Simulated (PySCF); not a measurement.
Molecule: SMILES C[SiH2][SiH2][Si](O)(O)O (CH10O3Si3). Atoms near the plane z = 1.5 Å, at the GFN2-xTB optimised geometry (x, y, z in Å): Si4 (0.2, 1.2, 0.0), O5 (-0.2, 0.4, 1.4), O6 (-0.1, 2.8, 0.0), O7 (1.9, 1.2, 0.0), H8 (-2.3, -2.2, 0.2), H15 (0.2, 0.6, 2.2), H16 (-1.0, 3.1, 0.1).

Computed with PBE0/def2-SVP in PySCF. Cells within 0.4 Å of a nucleus heavier than hydrogen are left out (blank, or x). The values are rescaled to run from 0 to 1.

```
|0000000000000000000000000000000|
|0000000000000000000000000000000|
|0000000000000000000000000000000|
|0000000000000000000000000000000|
|0000000000000000000000000000000|
|0000000000000001000000000000000|
|0000000000000012200000000000000|
|0000000000000023200000000000000|
|0000000000000011100000000000000|
|0000000000000000000000000000000|
|0000000000000000000022100000000|
|0000000000024554200023200000000|
|0000000000157887620023200000000|
|00000000002799x7840002100000000|
|00000000003799xx851000000000000|
|0000000000169999841000000000000|
|0000000000037999731000000000000|
|0000000000003677520000000000000|
|0000000000000123100000000000000|
|0000000354000000000000000000000|
|0000002798510000000000000000000|
|0000003899620000000000000000000|
|0000002798510000000000000000000|
|0000000365200000000000000000000|
|0000000011000000000000000000000|
|0000000000000000000000000000000|
|0000000000000000000000000000000|
|0000000000000000000000000000000|
|0000000000000000000000000000000|
|0000000000000000000000000000000|
|0000000000000000000000000000000|
```
Scale: ten equal steps from 0.000 (start of '0') to 1.00 (end of '9'), in the order '0123456789'; x runs from -5.50 to 5.50, y from -5.50 (bottom) to 5.50 (top).

Task: Which quantity is mapped?
A) log10 of the electron density
B) electrostatic potential
C) an orbital amplitude
D) electron localisation function

Result: D, electron localisation function
